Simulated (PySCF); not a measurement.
C₆H₇BrSi, SMILES [SiH3]c1ccc(Br)cc1 (GFN2-xTB optimised geometry):

```
15

Si    -1.625    -2.250     0.007
C     -0.629    -0.644     0.000
C     -1.280     0.587     0.001
C     -0.578     1.778     0.001
C      0.806     1.738     0.000
Br     1.790     3.373    -0.001
C      1.486     0.534     0.000
C      0.762    -0.644     0.000
H     -2.360    -2.341     1.271
H     -2.566    -2.221    -1.114
H     -0.697    -3.373    -0.128
H     -2.360     0.617     0.001
H     -1.096     2.725     0.001
H      2.566     0.519    -0.001
H      1.295    -1.584    -0.001
```

Level of theory: PBE/def2-TZVP (PySCF).

### Question
What are the frontier orbital energies and the dipole moment?

### Answer
HOMO-2 -7.05 eV, HOMO-1 -6.81 eV, HOMO -6.16 eV, LUMO -1.80 eV, LUMO+1 -1.60 eV; dipole moment 1.06 D.

Meta-Löwdin charges at PBE/def2-TZVP: Si1 0.43, C2 -0.21, C3 -0.10, C4 -0.13, C5 0.00, Br6 -0.04, C7 -0.13, C8 -0.10, H9 -0.08, H10 -0.08, H11 -0.08, H12 0.12, H13 0.14, H14 0.14, H15 0.12.
